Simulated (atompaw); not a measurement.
erbium: PAW (atompaw) pseudisation with PBE, scalar-relativistic reference atom.

atompaw 4.2.0.5 was run on this input:

```
Er 68
GGA-PBE scalarrelativistic loggrid 2001 logderivrange -5 5 251
6 6 5 4 0 0
6 0 0
6 1 0
5 2 0
4 3 12
0 0 0
c
c
c
c
c
v
c
c
c
v
v
c
c
v
v
3
2.70 2.60 2.05 1.45
y
-0.55
n
n
y
2.8
n
y
3.05
n
bloechl besselshape
bessel
PWSCFOUT
UPFDX 0.0125d0 UPFXMIN -7.d0 UPFZMESH 68.d0
END
```

Command:

```bash
atompaw < Er.input > Er.log
```

Resulting log (summary file):

```
[... start of the log left out ...]

 Radial integration grid is logarithmic
 r0 =   9.9947729E-05 h =   6.7964456E-03   n =      2001 rmax =   8.0000000E+01

 Scalar relativistic calculation

 SCatom converged in   4 iterations
   nz     =  68.00
   delta  =       1.650815447208E-17

 Valence Electron Orbital energies:
  n  l      occupancy      energy
   6  0      0.0000000E+00 -1.0937530E+00
   5  1      6.0000000E+00 -2.9967453E+00
   6  1      0.0000000E+00 -7.5658611E-01
   5  2      0.0000000E+00 -9.9060049E-01
   4  3      1.2000000E+01 -1.2815869E+00

 Total energy
   Total                    :   -26171.38972316056970
   Valence                  :     -821.23801901519039

 PAW parameters:
       lmax =            3
         rc =    2.7111181019884247
        irc =         1503
   rc_shape =    2.6027821375425728
    rc_vloc =    2.0517539628320245
    rc_core =    1.4507143854825162

iter nodes cp cpmin cpmax 999 1 2.3165014E+01 -1.0000000E+02 2.4103580E+01
iter nodes del 999 1 26.343291088521056
bsolv iter cp 1000 23.782921980249949
iter nodes cp cpmin cpmax 1000 1 2.3782922E+01 -1.0000000E+02 2.4103580E+01
iter nodes del 1000 1 13.256648947804043
terminating projector 1000
```

The run stopped because the iteration for the Blöchl projector did not settle.

The run took about 24 s on one core of a shared server CPU.
